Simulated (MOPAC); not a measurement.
MOPAC input (AM1):

```
AM1 1SCF CHARGE=1 GEO-OK AUX(PRECISION=9) THREADS=1
HBF

B    -0.00000000 1   -0.00000000 1   -0.65016523 1
F     0.00000000 1    0.00000000 1    0.56413896 1
H    -0.00000000 1   -0.00000000 1   -1.82642451 1
```

From the last part of the output:

```
                                                       MOPAC v23.2.5 Linux

          FINAL HEAT OF FORMATION =        132.30101 KCAL/MOL =     553.54741 KJ/MOL

          COSMO AREA              =         61.46 SQUARE ANGSTROMS
          COSMO VOLUME            =         43.74 CUBIC ANGSTROMS

          IONIZATION POTENTIAL    =         23.455014 EV
          HOMO LUMO ENERGIES (EV) =        -23.455 -6.399
          NO. OF FILLED LEVELS    =          5
          MOLECULAR WEIGHT        =         30.8163         POINT GROUP:  C*v

          MOLECULAR DIMENSIONS (Angstroms)

            Atom       Atom       Distance
            H     3    F     2     2.39056
            H     3    F     2     0.00000
            B     1    F     2     0.00000

          SCF CALCULATIONS        =          1

   ATOM   CHEMICAL          X               Y               Z
  NUMBER   SYMBOL      (ANGSTROMS)     (ANGSTROMS)     (ANGSTROMS)

     1       B         -0.00000000  *  -0.00000000  *  -0.65016523  *
     2       F          0.00000000  *   0.00000000  *   0.56413896  *
     3       H         -0.00000000  *  -0.00000000  *  -1.82642451  *

                             CARTESIAN COORDINATES

   1    B       -0.000000000    -0.000000000    -0.650165230
   2    F        0.000000000     0.000000000     0.564138960
   3    H       -0.000000000    -0.000000000    -1.826424510

           Empirical Formula: H B F  =     3 atoms

      MOLECULAR POINT GROUP   :   C*v

                  EIGENVALUES
 -61.27088 -29.37859 -24.96940 -24.96940 -23.45501  -6.39947  -5.63585  -5.63585
  -0.17494

              NET ATOMIC CHARGES AND DIPOLE CONTRIBUTIONS

  ATOM NO.   TYPE          CHARGE      No. of ELECS.   s-Pop       p-Pop
    1          B           0.621121        2.3789     1.29701     1.08187
    2          F           0.069229        6.9308     1.83997     5.09080
    3          H           0.309650        0.6904     0.69035
 DIPOLE           X         Y         Z       TOTAL
 POINT-CHG.     0.000     0.000    -4.757     4.757
 HYBRID        -0.000    -0.000     0.566     0.566
 SUM           -0.000    -0.000    -4.191     4.191

          ATOMIC ORBITAL ELECTRON POPULATIONS

     Atom    s        px        py        pz
    1  B   1.29701   0.22102   0.22102   0.63984
    2  F   1.83997   1.77898   1.77898   1.53283
    3  H   0.69035

 **********************
 *                    *
 * JOB ENDED NORMALLY *
 *                    *
 **********************

 == MOPAC DONE ==
```

The dipole moment of an ion depends on the origin.
